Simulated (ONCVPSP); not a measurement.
# Which change was made? (Tm, ONCV)

```
Element                 : thulium (Tm)
Generator               : ONCVPSP 4.0.1
Type                    : optimised norm-conserving Vanderbilt (ONCV)
Functional              : PBEsol
Relativity              : scalar-relativistic
Frozen core             : [Kr] 4d10
Valence charge          : 23
Reference configuration : 4f13 5s2 5p6 6s1.5 6p0.5
Partial waves           : 5s+6s: rc 1.80 bohr, ncon 5, nbas 9, qcut 6.6 1/bohr, 2 projectors; 5p+6p: rc 2.45 bohr, ncon 4, nbas 7, qcut 6.3 1/bohr, 2 projectors; d scattering state at 0.27 Ha: rc 2.25 bohr, ncon 4, nbas 9, qcut 4.7 1/bohr, 2 projectors, debl 3.1 Ha; 4f: rc 0.65 bohr, ncon 4, nbas 8, qcut 14.9 1/bohr, 2 projectors, debl 2.5 Ha
Local potential         : polynomial inside 0.45 bohr (lpopt 5, dvloc0 0 Ha)
Core correction         : Teter function, fcfact 4.5, rcfact 1.3
```

In the d channel the program set the typed energies aside and used 0.050, 3.150 Ha.

Cutoffs, loose and tight: the cutoffs (Ha) at which the residual kinetic energy of the hardest occupied pseudo-wave falls to 1 and 0.1 mHa per electron. They do not see the model core or the augmentation charge, which bear on the density cutoff. Test errors are all-electron minus pseudo excitation energies from the reference, over the configurations 4f13 5s2 5p6 6s2 6p0; 4f13 5s2 5p6 6s1 6p0; 4f13 5s2 5p6 6s0 6p0; 4f13 5s1 5p6 6s2 6p0; variants that change the core or the reference have their own tests.

The base gives: outcome: generated, projector energies reset by the program; cutoff, loose: 698 Ha; cutoff, tight: 1206 Ha; bound ghosts: s, p, d; GHOST(+) flags above zero: f; largest test error (meV): tests left out (the all-electron energies of this program are off by 10 to 40 meV for near-neutral 4f atoms).

(1) After one change the result is: outcome: generated, projector energies reset by the program; cutoff, loose: 372 Ha; cutoff, tight: 512 Ha; bound ghosts: s, p, d; GHOST(+) flags above zero: s; largest test error (meV): tests left out (the all-electron energies of this program are off by 10 to 40 meV for near-neutral 4f atoms). Which change was it?
A. all radii but the core radius scaled by about 1.19 (s 2.14, p 2.92, d 2.68, f 0.78 bohr); local potential polynomial inside 0.54 bohr (lpopt 5, dvloc0 0 Ha)
B. all radii but the core radius scaled by about 0.78 (s 1.40, p 1.90, d 1.76, f 0.50 bohr); local potential polynomial inside 0.36 bohr (lpopt 5, dvloc0 0 Ha)
C. all radii but the core radius scaled by about 1.30 (s 2.34, p 3.18, d 2.92, f 0.84 bohr); local potential polynomial inside 0.58 bohr (lpopt 5, dvloc0 0 Ha)

Results:

(1) C. The others give: all radii but the core radius scaled by about 1.19 (s 2.14, p 2.92, d 2.68, f 0.78 bohr); local potential polynomial inside 0.54 bohr (lpopt 5, dvloc0 0 Ha) → outcome: generated, projector energies reset by the program; cutoff, loose: 453 Ha; cutoff, tight: 705 Ha; bound ghosts: s, p, d; GHOST(+) flags above zero: s; largest test error (meV): tests left out (the all-electron energies of this program are off by 10 to 40 meV for near-neutral 4f atoms) | all radii but the core radius scaled by about 0.78 (s 1.40, p 1.90, d 1.76, f 0.50 bohr); local potential polynomial inside 0.36 bohr (lpopt 5, dvloc0 0 Ha) → outcome: failed: ERROR pspot: first pseudo wave function has node, program will stop.
